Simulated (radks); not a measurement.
Question: Valence configurations of neutral iodine (all share [Kr]). Calculated with a radial shooting solver on a logarithmic mesh with Libxc functionals: Dirac Kohn-Sham, PBE, spin-unpolarised, spherical densities, point nucleus; open shells are shared between the two j in proportion to 2j + 1. Order these by energy: 4d10 5s1.5 5p5.5; 4d10 5s1 5p6; 4d9 5s2 5p6; 4d9.5 5s2 5p5.5; 4d9.5 5s1.5 5p6; 4d10 5s2 5p5.

Answer: From the lowest, in eV above it: 4d10 5s2 5p5 0.000; 4d10 5s1.5 5p5.5 5.162; 4d10 5s1 5p6 10.369; 4d9.5 5s2 5p5.5 22.221; 4d9.5 5s1.5 5p6 27.574; 4d9 5s2 5p6 45.782. NIST lists [Kr] 4d10 5s2 5p5 as the ground configuration; this level of theory agrees among the configurations tried. The energies are those of spherical spin-averaged densities, not of single terms.
